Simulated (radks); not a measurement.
Radial electron density D(r) = 4 pi r^2 rho(r) of an atom or ion with 5 electrons. All-electron calculation, scalar-relativistic Kohn-Sham, r2SCAN, spin-polarised, spherical densities, finite nucleus; meta-GGA in the generalised Kohn-Sham scheme; Fermi nuclear charge, rms radius of each element as measured or else 0.836 A^(1/3) + 0.57 fm. Program: a radial shooting solver on a logarithmic mesh with Libxc functionals.

```
   r/bohr * D(r) (the largest magnitude, 29, reaches the edge; | marks zero)
 0.003256 |  *
 0.003585 |  *
 0.003946 |   *
 0.004343 |   *
 0.004781 |    *
 0.005263 |     *
 0.005793 |      *
 0.006377 |       *
 0.007019 |        *
 0.007726 |          *
 0.008505 |            *
 0.009437 |              *
  0.01039 |                *
  0.01143 |                   *
  0.01259 |                     *
  0.01385 |                        *
  0.01525 |                            *
  0.01679 |                               *
  0.01848 |                                   *
  0.02034 |                                      *
  0.02239 |                                          *
  0.02465 |                                             *
  0.02713 |                                                *
  0.02986 |                                                   *
  0.03287 |                                                     *
  0.03618 |                                                      *
  0.03983 |                                                      *
  0.04384 |                                                     *
  0.04826 |                                                    *
  0.05312 |                                                 *
  0.05848 |                                             *
  0.06437 |                                         *
  0.07085 |                                    *
  0.07799 |                               *
  0.08585 |                           *
   0.0945 |                       *
    0.104 |                    *
   0.1145 |                   *
    0.126 |                  *
   0.1387 |                   *
   0.1527 |                    *
   0.1681 |                      *
   0.1851 |                       *
   0.2053 |                        *
    0.226 |                       *
   0.2488 |                     *
   0.2739 |                  *
   0.3015 |               *
   0.3318 |           *
   0.3653 |        *
   0.4021 |     *
   0.4426 |  *
   0.4872 | *
   0.5363 |*
   0.5903 *
   0.6498 *
   0.7153 *
   0.7873 *
   0.8667 *
```

What is the nuclear charge?

Answer. Z = 25. The innermost maximum, from 1s, lies near gamma/Z bohr with gamma = sqrt(1 - (Z/c)^2) = 0.983, here 0.0393 bohr (found: 0.0392), and its height grows with Z. The density is that of the manganese ion Mn20+ in [He] 2s2 2p1; the configuration itself is not fixed sharply by these data, and Z only to about a unit. D(r) has 2 maxima, at r = 0.0392, 0.204 bohr, and minima at 0.124 bohr, inside which lie 2.18 electrons.
